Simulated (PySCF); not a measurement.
Predicted microwave data (PySCF 2.14.0, PBE0-D3(BJ)/def2-SVP geometry optimisation, gas phase) for one isomer of C4H12Si:

| Property | Result |
| --- | --- |
| Rotational constants | A = 3081, B = 3078, C = 3078 MHz |
| Dipole components | \|μa\| = 0.00 D, \|μb\| = 0.00 D, \|μc\| = 0.00 D |
| Inertial defect | -164.00 u·Å² |

**Question.** Which candidate fits, each taken in the one conformer that was computed?
A. SiEt2H2 (`[SiH2](CC)CC`)
B. `C[Si](C)(C)C`
C. `[CH3:1][CH2:2][SiH2:3][CH2:4][CH3:5]` with C1–C2–Si3–C4 180°, C2–Si3–C4–C5 180° (diethylsilane)

**Answer.** B. It is C[Si](C)(C)C, a spherical top, point group Td. The candidates at the same level (rigid rotor, commonest isotopes):

```tsv
SMILES	A (MHz)	B (MHz)	C (MHz)	μa (D)	μb (D)	μc (D)	Δ (u·Å²)	point group	rotor
CC[SiH2]CC	13297	1500	1417	0.00	0.87	0.00	-18.45	C2v	near-prolate asymmetric top
[H][Si]([H])(CC)CC	13270	1500	1417	0.00	0.86	0.01	-18.50	near C2v	near-prolate asymmetric top
C[Si](C)(C)C	3081	3078	3078	0.00	0.00	0.00	-164.00	Td	spherical top
```

`[H][Si]([H])(CC)CC` has A 331 % too high; `CC[SiH2]CC` has A 332 % too high. No structure here is proved a minimum.
